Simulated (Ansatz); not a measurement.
## Worked example: CH3I + CH8O2Si2 → HOI + C2H10OSi2

Species: CH3I (methyl iodide) `CI`, singlet; CH8O2Si2 `CO[SiH](O)[SiH3]`, singlet; HOI (hypoiodous acid) `OI`, singlet; C2H10OSi2 `CO[SiH](C)[SiH3]`, singlet. The partners trade CH3 for OH: I–CH3 and Si–OH bonds give way to I–OH and Si–CH3.

Shapes, held fixed at every level: PBE0-D4/def2-TZVP. Flexible molecules stand in one conformer, not always the lowest. Programs: Ansatz 0.2.0. Electronic energies: no zero-point or thermal term.

At CCSD(T)/def2-TZVPP; 1 Eh = 2625.50 kJ/mol:

```
  species  energy (Eh)
     CH3I  -336.975382
 CH8O2Si2  -771.293279
      HOI  -372.835641
C2H10OSi2  -735.353039
```

**Question.** Work out ΔE of the reaction at this level.

**Answer.** 
1. Products less reactants: (-372.835641) + (-735.353039) − [(-336.975382) + (-771.293279)] = 0.079981 Eh = +210.0 kJ/mol.

Other levels give +187.4 (PBE-D4/def2-TZVPP) to +232.0 kJ/mol (HF/def2-TZVPP). No measured value is set beside it here. For atoms past krypton def2 sets carry core potentials with scalar relativity. Outer-core shells of I are correlated, in sets that cover them unevenly.
